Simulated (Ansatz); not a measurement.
C4H7AlO (`C#CO[CH2][AlH][CH3]`), charge 0, multiplicity 1.

(1) Give a relaxed structure at PBE0-D4/def2-TZVP (Ansatz 0.2.0). (Estimate.)

Answers

(1) Ansatz gave: 
Cartesian coordinates in Å:
```
C 0.5766 1.6509 1.0448
C -0.2310 1.8488 0.1581
O -1.1015 1.8403 -0.7668
C -1.5013 0.3825 -0.8758
Al -0.2750 -0.5155 0.5023
C 1.2884 -1.4687 -0.1864
H 1.2966 1.7141 1.8268
H -2.5732 0.3731 -0.6750
H -1.3368 0.1315 -1.9246
H -0.9562 -0.9289 1.8810
H 1.7531 -0.9491 -1.0293
H 2.0549 -1.6107 0.5813
H 1.0055 -2.4683 -0.5365
```
This is one stationary point; other conformers may exist.
